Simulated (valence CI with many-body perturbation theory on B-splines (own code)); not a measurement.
# Level structure of Pr XXXIX

Calculated by relativistic CI+MBPT: three valence electrons over a frozen Dirac-Fock core [Ar], a basis of 7 s, 7 p, 8 d, 6 f, 4 g, 1 h functions for each j, with the one-electron correlation potential Σ1 (screened to all orders), the two-electron term Σ2, the three-electron term Σ3, Breit, model QED; selected single and double excitations, second order for the rest, scaled by the run's own slope (own B-spline code, finite nucleus).

No measured spectrum was set against this ion. As an estimate, large intervals hold to a few tenths of a per cent, small ones and those within an open d or f shell to about a per cent. Only levels of the ground parity were solved; by the run's estimate the other parity begins above the list, which can be wrong where configurations are misplaced.

Levels 1 to 19 of 19, with energies above the lowest level, (3d3/2^3) J=3/2. "Leading %" is the weight of the configuration and term that name the level; weights of strongly mixed levels are sums over their largest components and can fall short. In the jj column 3d3/2^4 stands for four electrons in 3d with j = 3/2. Lifetimes count E1, E2, E3, M1 and M2 decay at the calculated energies, and are blank where another channel may lead or the interval is too uncertain; long ones can be off by a factor of two.

```
No.  Configuration  Term     J  E (eV)  Leading %      g  Second component  Lifetime             Leading jj
  1            3d3    4F   3/2   0.000         57  0.638       32 % 3d3 2D                   3d3/2^3 (94 %)
  2            3d3    4F   5/2  18.862         87  1.045       11 % 3d3 2D   10.1 μs   3d3/2^2 3d5/2 (97 %)
  3            3d3    4P   3/2  24.396         40  1.233       31 % 3d3 2P   11.0 μs   3d3/2^2 3d5/2 (95 %)
  4            3d3    4F   7/2  25.601         49  1.080       41 % 3d3 2G    323 μs   3d3/2^2 3d5/2 (88 %)
  5            3d3    2G   9/2  26.829         43  1.073       37 % 3d3 2H    109 ms   3d3/2^2 3d5/2 (96 %)
  6            3d3    4P   1/2  27.927         62  1.896       38 % 3d3 2P   30.1 μs   3d3/2^2 3d5/2 (99 %)
  7            3d3    4P   5/2  41.747         62  1.393       24 % 3d3 2D   29.1 μs   3d3/2^2 3d5/2 (75 %)
  8            3d3    4F   7/2  45.081         50  1.064       47 % 3d3 2G   4.64 μs   3d3/2 3d5/2^2 (93 %)
  9            3d3    4F   9/2  47.671         53  1.132       45 % 3d3 2H   8.06 μs   3d3/2 3d5/2^2 (91 %)
 10            3d3    4P   3/2  51.565         42  1.141       41 % 3d3 2D   3.28 μs   3d3/2 3d5/2^2 (98 %)
 11            3d3    2P   1/2  53.582         62  1.428       38 % 3d3 4P   5.58 μs   3d3/2 3d5/2^2 (99 %)
 12            3d3    2H  11/2  55.246        100  1.084                     18.0 μs  3d3/2 3d5/2^2 (100 %)
 13            3d3    2D   5/2  57.136         68  1.168       14 % 3d3 2F   7.84 μs   3d3/2 3d5/2^2 (74 %)
 14            3d3    2F   5/2  60.434         49  1.099       30 % 3d3 2D   9.87 μs   3d3/2 3d5/2^2 (93 %)
 15            3d3    2F   7/2  62.542         86  1.106       12 % 3d3 2G   12.3 μs   3d3/2 3d5/2^2 (96 %)
 16            3d3    2D   3/2  72.790         47  1.080       42 % 3d3 2P   4.41 μs   3d3/2 3d5/2^2 (62 %)
 17            3d3    2G   9/2  73.124         55  1.128       27 % 3d3 4F   3.53 μs         3d5/2^3 (95 %)
 18            3d3    2D   3/2  86.285         77  0.940       16 % 3d3 2P   3.44 μs         3d5/2^3 (63 %)
 19            3d3    2D   5/2  92.250         66  1.149       23 % 3d3 2F   2.19 μs         3d5/2^3 (89 %)
```

The ionisation energy to 3d2 3F_2 of the next ion comes out as 2729.7 eV (NIST: 2729 ± 4 eV (theoretical)). All 19 levels together are meant to be complete up to 95.939 eV.
